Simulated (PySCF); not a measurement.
This PySCF input asks for the NMR shieldings of SMILES NC(=O)C#CC1CCCC1, C8H11NO; the geometry comes from GFN2-xTB.

```python
import basis_set_exchange as bse
import numpy as np
from pyscf import gto, dft
from pyscf.prop import nmr

atoms = """
N     4.296974    0.132978   -0.204156
C     3.383359    1.137436   -0.144016
O     3.654978    2.297463   -0.358955
C     2.059014    0.677032    0.198362
C     0.928762    0.385189    0.490826
C    -0.425274   -0.000399    0.808077
C    -0.837501   -1.328399    0.151340
C    -2.357443   -1.228989    0.120272
C    -2.597648    0.210050   -0.336038
C    -1.466529    1.029697    0.306622
H     5.250671    0.357193   -0.433433
H     4.049201   -0.820468   -0.011241
H    -0.502573   -0.102262    1.896223
H    -0.472684   -2.193325    0.703822
H    -0.444775   -1.372979   -0.865957
H    -2.757835   -1.378772    1.124572
H    -2.813798   -1.960517   -0.544824
H    -2.527627    0.263060   -1.423197
H    -3.581682    0.574839   -0.045174
H    -1.013897    1.707183   -0.416997
H    -1.832613    1.630931    1.138103
"""
names = dict.fromkeys(["N", "C", "O", "H"], "pcSseg-1")
basis = {el: gto.basis.parse(bse.get_basis(n, elements=[el], fmt="nwchem")) for el, n in names.items()}
mol = gto.M(atom=atoms, basis=basis, charge=0, verbose=0)
mf = dft.RKS(mol, xc="PBE0")
mf.grids.level = 2
mf.grids.alignment = dft.numint.BLKSIZE   # the property module wants whole blocks of grid points
mf.conv_tol = 1e-9
mf.kernel()

calc = nmr.RKS(mf)   # GIAO
C = mf.mo_coeff
Co = C[:, mf.mo_occ > 0]
resp = mf.gen_response(singlet=True, hermi=2)
def vind(x):   # induced exchange potential for any number of trial vectors
    d = np.einsum("pi,xij,qj->xpq", C, 2 * x.reshape(-1, C.shape[1], Co.shape[1]), Co, optimize=True)
    return np.einsum("xpq,pi,qj->xij", resp(d - d.transpose(0, 2, 1)), C, Co, optimize=True).ravel()
mo1, _ = nmr.rhf.solve_mo1(calc, with_cphf=vind)
sigma = calc.kernel(mo1)
for i, s in enumerate(sigma):   # ppm
    print("%2d %-2s %9.2f" % (i, mol.atom_pure_symbol(i), np.trace(s) / 3))
```

Q: What does it print?

A: 
```
 0 N     146.40
 1 C      32.23
 2 O     -98.21
 3 C     106.25
 4 C      88.61
 5 C     155.57
 6 C     147.00
 7 C     155.08
 8 C     158.28
 9 C     152.77
10 H      27.22
11 H      26.69
12 H      29.05
13 H      29.67
14 H      30.27
15 H      30.33
16 H      29.92
17 H      29.98
18 H      29.89
19 H      29.72
20 H      29.52
```

These numbers come from an equivalent density-fitted implementation of the same equations, which agrees with the script to about 0.01 ppm for H and up to a few tenths of a ppm for heavy atoms, so last digits may differ.

Q: Turn these shieldings into chemical shifts. Scale: NH3 for ¹⁵N (267.73 ppm); TMS for ¹³C (186.93 ppm), ¹H (31.72 ppm); ¹⁷O (336.08 ppm) vs H2O (reference shieldings calculated alike).

A: Averaging equivalent atoms: N 0: 121.3; C 1: 154.7; C 4: 98.3; C 3: 80.7; C 6/9: 37.0; C 5: 31.4; C 7/8: 30.2; O 2: 434.3; H 11: 5.03; H 10: 4.49; H 12: 2.67; H 13/20: 2.12; H 16/17: 1.77; H 14/19: 1.72; H 15/18: 1.61 ppm. Unscaled 17O shifts of doubly bonded oxygen tend to come out too high, by tens of ppm or more. Experimental scales use liquid or dissolved standards, which lie at an offset from isolated NH3 (liquid NH3: subtract about 20 ppm) and H2O (liquid H2O: subtract about 36 ppm).

Size and cost of the density-fitted run: 225 basis functions, 50 s wall time on 1 thread of an Arm Neoverse V1, shared host.
